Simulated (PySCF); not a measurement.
Computed IR spectrum (relative IR intensity) of a molecule C₂H₇BFNO. The structure is a stationary point at PBE0-D3(BJ)/def2-SVP. Other conformers were not sampled. Calculation: PBE0-D3(BJ)/def2-SVP in PySCF 2.14.0. Frequencies are harmonic and unscaled.

```json
[
 {"ν (cm⁻¹)": "374", "relative intensity": "2.3"},
 {"ν (cm⁻¹)": "425", "relative intensity": "26"},
 {"ν (cm⁻¹)": "452", "relative intensity": "4.4"},
 {"ν (cm⁻¹)": "584", "relative intensity": "4.8"},
 {"ν (cm⁻¹)": "667", "relative intensity": "17"},
 {"ν (cm⁻¹)": "945", "relative intensity": "5.1"},
 {"ν (cm⁻¹)": "1003", "relative intensity": "18"},
 {"ν (cm⁻¹)": "1199", "relative intensity": "5.5"},
 {"ν (cm⁻¹)": "1348", "relative intensity": "17"},
 {"ν (cm⁻¹)": "1381", "relative intensity": "3.6"},
 {"ν (cm⁻¹)": "1410", "relative intensity": "5.8"},
 {"ν (cm⁻¹)": "1436", "relative intensity": "43"},
 {"ν (cm⁻¹)": "1462", "relative intensity": "2.4"},
 {"ν (cm⁻¹)": "1466", "relative intensity": "3.6"},
 {"ν (cm⁻¹)": "1486", "relative intensity": "2.6"},
 {"ν (cm⁻¹)": "1608", "relative intensity": "100"},
 {"ν (cm⁻¹)": "3039", "relative intensity": "9.2"},
 {"ν (cm⁻¹)": "3051", "relative intensity": "3.1"},
 {"ν (cm⁻¹)": "3148", "relative intensity": "5.0"},
 {"ν (cm⁻¹)": "3157", "relative intensity": "4.0"},
 {"ν (cm⁻¹)": "3660", "relative intensity": "4.8"},
 {"ν (cm⁻¹)": "3935", "relative intensity": "20"}
]
```

**Question.** Which structure fits?
A) CNB(F)OC
B) CCNB(O)F
C) CNB(O)CF
D) C[C@H](F)B(N)O

**Answer.** B, CCNB(O)F
